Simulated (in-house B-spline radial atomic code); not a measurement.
Configurations of S5+, with energies counted from [Ne] 3s1. Method: Dirac-Hartree-Fock, average of configuration, Fermi nucleus of rms radius 3.2611 fm. Calculated with a radial B-spline atomic code at the basis-set limit. Energies include first-order Breit, QED and recoil terms.

Occupations are held fixed; configurations that lie above the ionisation limit could autoionise.

```json
{"configuration": "[Ne] 4s1", "E - E(ref) (eV)": "44.685", "highest orbital": "4s1/2", "its <r> (bohr)": "2.874"}
{"configuration": "[Ne] 6p1", "E - E(ref) (eV)": "71.917", "highest orbital": "6p3/2", "its <r> (bohr)": "7.677"}
{"configuration": "[Ne] 6d1", "E - E(ref) (eV)": "73.554", "highest orbital": "6d5/2", "its <r> (bohr)": "8.227"}
{"configuration": "[Ne] 7f1", "E - E(ref) (eV)": "77.556", "highest orbital": "7f7/2", "its <r> (bohr)": "11.23"}
{"configuration": "[He] 2s2 2p5 3s1 5g1", "E - E(ref) (eV)": "237.82", "highest orbital": "5g9/2", "its <r> (bohr)": "4.575"}
{"configuration": "[He] 2s2 2p5 3s1 6g1", "E - E(ref) (eV)": "243.8", "highest orbital": "6g9/2", "its <r> (bohr)": "7.32"}
{"configuration": "[He] 2s2 2p5 3s1 7d1", "E - E(ref) (eV)": "246.97", "highest orbital": "7d5/2", "its <r> (bohr)": "11.21"}
```

Task: Order these further configurations by energy, lowest first.
A. [Ne] 7p1
B. [Ne] 6g1
C. [Ne] 6f1
D. [Ne] 5s1
E. [He] 2s2 2p5 3s1 5f1

Result: D (62.09 eV), C (73.941 eV), B (73.958 eV), A (76.308 eV), E (237.62 eV).

Task: How far above the reference does [Ne] 3p1 lie?

Result: 13.191 eV; its least bound orbital is 3p3/2 with <r> = 1.518 bohr.

Task: How far above the reference does [Ne] 5d1 lie?

Result: 67.289 eV; its least bound orbital is 5d5/2 with <r> = 5.522 bohr.

Task: How far above the reference does [Ne] 4f1 lie?

Result: 56.92 eV; its least bound orbital is 4f7/2 with <r> = 2.993 bohr.
